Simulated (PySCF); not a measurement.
Species: BCl2H5SiSn.
Numbering: `[SiH3:1][SnH2:2][B:3]([Cl:4])[Cl:5]` (hydrogens: H6, H7, H8 on Si1; H9, H10 on Sn2)

The calculation used PySCF, PBE0-D3(BJ)/def2-SVP geometry optimisation, gas phase, def2 core potentials past Kr.

Some entries are withheld. Bonds in one row agree within 0.01 Å.

```tsv
coordinate	value
Si1–Sn2	?
Sn2–B3	?
B3–Cl4, B3–Cl5	?
Si1–H6, Si1–H7, Si1–H8	1.495 Å
Sn2–H9, Sn2–H10	1.715 Å
Sn2–Si1–H6	?
Sn2–Si1–H8	?
H6–Si1–H7	108.6°
Si1–Sn2–B3	?
Si1–Sn2–H9	108.9°
Si1–Sn2–H10	110.9°
B3–Sn2–H9	109.9°
B3–Sn2–H10	111.8°
H9–Sn2–H10	?
Sn2–B3–Cl4	119.1°
Sn2–B3–Cl5	122.5°
Cl4–B3–Cl5	118.3°
```

Task: Fill in the missing values.

Result: 
- Si1–Sn2 = 2.570 Å, drawn single (ends: SiH3 silicon; tin bonded to B, Si and 2 H); 0.07 Å above the sum of covalent radii, 2.50 Å.
- Sn2–B3 = 2.256 Å, drawn single (ends: tin bonded to B, Si and 2 H; three-coordinate boron); 0.03 Å above the sum of covalent radii, 2.23 Å.
- B3–Cl4, B3–Cl5 = 1.749 Å, drawn single (ends: three-coordinate boron; chlorine bonded to B); 0.11 Å below the sum of covalent radii, 1.86 Å.
- Sn2–Si1–H6 = 109.2°, at the SiH3 silicon; the outer atoms are 3.371 Å apart.
- Sn2–Si1–H8 = 111.5°, at the SiH3 silicon; the outer atoms are 3.414 Å apart.
- Si1–Sn2–B3 = 106.9°, at the tin bonded to B, Si and 2 H; the outer atoms are 3.881 Å apart.
- H9–Sn2–H10 = 108.4°, at the tin bonded to B, Si and 2 H; the outer atoms are 2.781 Å apart.

Radii are Cordero's.

No PBE0-D3(BJ)/def2-SVP frequencies stand behind this structure, so it isn't proved a minimum. The numbers are those of one conformer (Si1–Sn2–B3–Cl4 -62°).

Hardware: an Arm Neoverse V1 with one thread, no GPU (shared host). Cost: 59 s of wall time, 0.49 GiB resident at most. These figures are those of the optimisation.
